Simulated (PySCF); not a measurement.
C3H5ClOSi, SMILES Cl[Si@@H]1C=COC1.

Geometry optimised at r2SCAN-D4/def2-SVP. The structure was generated by enumeration; whether it is a known compound was not checked. Other conformers were not sampled.

All values below come from TDDFT-CAM-B3LYP/def2-SVPD in PySCF.

Vertical excitations. The molecule is in vacuum.

Computed lowest excited states:
```json
[
 {"state": "S1", "energy (eV)": "5.92", "λ (nm)": "210", "f": "0.157", "main pairs": "HOMO→LUMO 94 %"},
 {"state": "S2", "energy (eV)": "6.53", "λ (nm)": "190", "f": "0.024", "main pairs": "HOMO→LUMO+1 81 %"},
 {"state": "S3", "energy (eV)": "6.84", "λ (nm)": "181", "f": "0.003", "main pairs": "HOMO−1→LUMO 64 %, HOMO→LUMO+2 22 %"},
 {"state": "S4", "energy (eV)": "6.94", "λ (nm)": "179", "f": "0.004", "main pairs": "HOMO→LUMO+2 67 %, HOMO−1→LUMO 23 %"},
 {"state": "S5", "energy (eV)": "7.35", "λ (nm)": "169", "f": "0.028", "main pairs": "HOMO→LUMO+3 47 %, HOMO→LUMO+4 17 %, HOMO→LUMO+5 15 %"},
 {"state": "S6", "energy (eV)": "7.47", "λ (nm)": "166", "f": "0.013", "main pairs": "HOMO−2→LUMO 76 %"},
 {"state": "S7", "energy (eV)": "7.59", "λ (nm)": "163", "f": "0.006", "main pairs": "HOMO→LUMO+4 52 %, HOMO→LUMO+3 22 %, HOMO→LUMO+1 8 %"},
 {"state": "S8", "energy (eV)": "7.85", "λ (nm)": "158", "f": "0.004", "main pairs": "HOMO→LUMO+5 53 %, HOMO→LUMO+4 16 %, HOMO→LUMO+6 12 %"},
 {"state": "S9", "energy (eV)": "7.91", "λ (nm)": "157", "f": "0.002", "main pairs": "HOMO−1→LUMO+1 38 %, HOMO−1→LUMO+3 33 %, HOMO−3→LUMO 9 %"},
 {"state": "S10", "energy (eV)": "8.12", "λ (nm)": "153", "f": "0.016", "main pairs": "HOMO→LUMO+6 58 %, HOMO→LUMO+5 10 %"},
 {"state": "T1", "energy (eV)": "4.01", "λ (nm)": "309", "f": "0", "main pairs": "HOMO→LUMO 81 %"},
 {"state": "T2", "energy (eV)": "6.31", "λ (nm)": "196", "f": "0", "main pairs": "HOMO→LUMO+1 66 %, HOMO→LUMO+3 17 %"},
 {"state": "T3", "energy (eV)": "6.52", "λ (nm)": "190", "f": "0", "main pairs": "HOMO−1→LUMO 79 %"},
 {"state": "T4", "energy (eV)": "6.73", "λ (nm)": "184", "f": "0", "main pairs": "HOMO→LUMO+2 83 %"}
]
```
Triplets are in the Tamm–Dancoff approximation, which puts them higher than full response would, so one can lie above its singlet here.
